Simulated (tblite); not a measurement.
C4H9PSi2.
Z-matrix (Å and degrees, GFN2-xTB geometry), rows numbered from 1:
```
C 
C   1  1.3283
Si  2  1.9072  1  130.25
Si  3  2.3536  2   76.55  1  -169.64
P   4  2.2473  3  127.92  2  -112.80
C   2  1.4779  1  126.10  3  -174.82
C   6  1.3275  2  126.76  1   -15.98
H   1  1.0776  2  121.53  3    -3.94
H   1  1.0802  2  122.62  3   175.74
H   3  1.4693  2  113.26  1    72.02
H   3  1.4662  2  113.17  1   -50.40
H   4  1.4775  3  120.31  2   103.56
H   5  1.3838  4   95.71  3    19.94
H   5  1.3831  4   93.84  3   -72.83
H   7  1.0806  6  122.86  2     0.93
H   7  1.0782  6  121.20  2  -178.54
```

Computed values, GFN2-xTB/tblite, gas phase, harmonic and unscaled. The method is semi-empirical: single wavenumbers can be off by several per cent or more. Modes of hydrogen on phosphorus and silicon can be 10 to 20 % off. One conformer, not necessarily the lowest.

Harmonic wavenumbers (cm⁻¹): 33.5, 77.4, 93.9, 101.6, 231.9, 283.3, 314.0, 323.2, 343.4, 394.0, 404.9, 478.2, 503.7, 514.9, 563.6, 597.4, 609.7, 633.2, 689.6, 710.1, 731.8, 753.5, 790.5, 887.9, 894.7, 898.5, 1093.2, 1147.4, 1152.2, 1393.2, 1423.2, 1651.0, 1664.6, 2097.4, 2187.0, 2213.0, 2294.7, 2383.2, 3057.8, 3065.0, 3095.2, 3101.2.

A = 2318, B = 1006, C = 762.6 MHz; mass 143.998 u (most abundant isotopes); point group C1, symmetry number 1.

Q: Zero-point energy?

A: Half the sum of the wavenumbers: 22939 cm⁻¹ = 274.41 kJ/mol.

Q: Entropy at 500 K, 1 bar (ideal gas, RRHO, classical rotation)?

A: Translation 181.58, rotation 130.22, vibration 219.80: S = 531.6 J/(mol K).

Q: And Cp and H(500 K) − H(0)?

A: Cp = 233.67 J/(mol K), of which vibrations give 200.41 (their classical limit is 42 R = 349.2); H(500 K) − H(0) = 72.36 kJ/mol without the zero-point energy, 55.74 from vibrations.

Q: How do the functions run with temperature in this model?

A: 
| T (K) | S (J/(mol K)) | Cp (J/(mol K)) | H − H(0) (kJ/mol) | G − H(0) (kJ/mol) | ln q(vib) |
| --- | --- | --- | --- | --- | --- |
| 150 | 333.0 | 103.0 | 10.01 | -39.94 | 3.34 |
| 250 | 397.6 | 153.0 | 22.88 | -76.53 | 6.09 |
| 298.15 | 426.3 | 173.3 | 30.74 | -96.37 | 7.44 |
| 400 | 482.3 | 207.8 | 50.24 | -142.70 | 10.30 |
| 600 | 576.1 | 254.3 | 96.80 | -248.86 | 15.65 |
| 900 | 688.1 | 297.5 | 180.12 | -439.18 | 22.84 |

q(vib) and H(0) count from the zero-point level.

Q: What must be added to the electronic energy to get the Gibbs energy at 500 K and 1 bar?

A: ZPE + [H(500 K) − H(0)] − T·S = 274.41 + 72.36 − 265.80 = 80.97 kJ/mol.

Q: Which modes carry the vibrational entropy at 500 K?

A: 33.5 cm⁻¹: 27.77; 77.4 cm⁻¹: 20.82; 93.9 cm⁻¹: 19.22; 101.6 cm⁻¹: 18.57; 231.9 cm⁻¹: 11.83; 283.3 cm⁻¹: 10.24 J/(mol K); the other 36 give 111.36 together.

Hindered rotation and anharmonicity are outside this model. Other conformers, if any are populated, would add a mixing term that is left out. The structure is chiral; the term R ln 2 for an equal mix with its mirror image is left out.

Time: 0.71 s of wall time. Hardware: one thread of an Arm Neoverse V1, shared host with 32 logical CPUs at a one-minute load of 9.6. This covers the Hessian and the dipole derivatives.
